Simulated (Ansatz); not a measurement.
Molecule: C₅H₇Si, net charge 0, doublet state. It need not be the lowest isomer of its formula. 
Coordinates optimised at B3LYP-D3(BJ)/def2-TZVP (Ansatz, an electronic-structure program):
SMILES: [SiH3]C1=CCC=[C]1
```xyz
13

Si     2.1127     0.0113     0.0758
C      0.2551     0.0188     0.0014
C     -0.5822    -0.9650     0.4068
C     -2.0172    -0.5749     0.1785
C     -1.9167     0.8072    -0.4322
C     -0.6178     1.0768    -0.5024
H      2.6912     0.1563    -1.2807
H      2.6074     1.1309     0.9110
H      2.5530    -1.2746     0.6644
H     -0.2864    -1.9113     0.8389
H     -2.5251    -1.2802    -0.4897
H     -2.5865    -0.5665     1.1153
H     -2.7586     1.4101    -0.7325
```
Charge 0, spin multiplicity 2.

Quantity: atomisation energy (electronic, to ground-state atoms), in eV. Valence correlation only, unless marked. UHF or UKS for open shells. No spin-orbit coupling. No relativistic terms. The coupled-cluster limit lacks core correlation, which all-electron functionals hold. Basis-set limits of correlation are two-point, X^-3; Hartree-Fock from the larger set.

```tsv
level	program	atomisation energy (eV)
HF/STO-3G	Ansatz	51.29
SVWN5/def2-TZVPD	Ansatz	63.12
```

### Question
Predict the CCSD(T)/CBS(cc-pV(T+d)Z,cc-pV(Q+d)Z) result (Ansatz).

### Answer
54.93 eV, so SVWN5/def2-TZVPD differs from it by 8.19 eV.
